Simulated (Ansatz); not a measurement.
`[NH2][Sn]([Cl])([Cl])[Cl]` + `[SH][Al]([SH])[Cl]` → `[Cl][Sn]([Cl])([Cl])[Cl]` + `[NH2][Al]([SH])[SH]`  (redistribution)

Calculated with Ansatz (gas phase, PBE0-D4/def2-TZVP geometries, no zero-point term in ΔE). CCSD(T)/CBS is the MP2 limit (def2-TZVPP, def2-QZVPP) plus CCSD(T) − MP2 in def2-TZVPP, frozen cores. This one scheme is used for every species. DFT in def2-TZVPP. B3LYP here is the variant with VWN-RPA as its local correlation; programs differ in this. def2 core potentials past Kr. For Sn outer-core shells are correlated without core-valence functions, which leaves a few kJ/mol of doubt a bond. Each species was taken in one conformer, which may not be the lowest.

`[NH2][Sn]([Cl])([Cl])[Cl]`:

Cartesian coordinates in Å:
```
N -0.471 0.310 -1.262
Sn 0.330 -0.218 0.487
Cl 2.467 0.614 0.578
Cl -0.776 0.543 2.367
Cl 0.358 -2.510 0.600
H -1.409 -0.055 -1.383
H -0.500 1.315 -1.387
```

`[SH][Al]([SH])[Cl]`:

```xyz
6

S     0.384   -1.956   -0.848
Al    0.000    0.001   -0.001
S    -0.678    0.156    2.051
Cl    0.283    1.724   -1.152
H     0.748   -1.424   -2.029
H    -0.736    1.498    1.979
```

`[Cl][Sn]([Cl])([Cl])[Cl]`:

Z-matrix (Å, degrees):
```
Sn
Cl 1 2.288
Cl 1 2.288 2 109.5
Cl 1 2.287 2 109.5 3 120.0
Cl 1 2.288 2 109.5 3 -120.0
```

`[NH2][Al]([SH])[SH]`:

Z-matrix (Å, degrees):
```
N
Al 1 1.759
H 1 1.006 2 125.5
H 1 1.007 2 124.2 3 179.6
S 2 2.184 1 122.1 3 0.7
S 2 2.181 1 119.0 3 -179.3
H 5 1.344 2 93.2 1 0.8
H 6 1.344 2 92.7 1 -179.1
```

```tsv
level	ΔE (eV)
r2SCAN-D4	0.02
BHLYP-D4	-0.03
B3LYP	-0.01
RPA@PBE/def2-TZVPP	0.06
MP2/def2-SVP	0.06
HF/def2-TZVPP	-0.02
SCS-MP2/def2-TZVPP	0.05
SCS-MP2/def2-QZVPP	0.03
```

(1) What does CCSD(T)/CBS give? (Estimate.)

Largest T1 diagnostic among the species: 0.011.

Answers

(1) Computed: +0.03 eV. The listed levels differ from it by -0.01, -0.06, -0.04, 0.03, 0.03, -0.05, 0.02, 0.00 eV.

In def2-TZVPP, CCSD(T) changes the Hartree–Fock value by +0.08 eV (the triples alone add +0.01 eV) and MP2 by +0.09 eV. Leaving LDA and LC-ωPBE aside and taking each functional with its dispersion term where it has one, the values, not all of them listed here, spread over 0.08 eV, from BHLYP-D4 to PBE-QIDH.
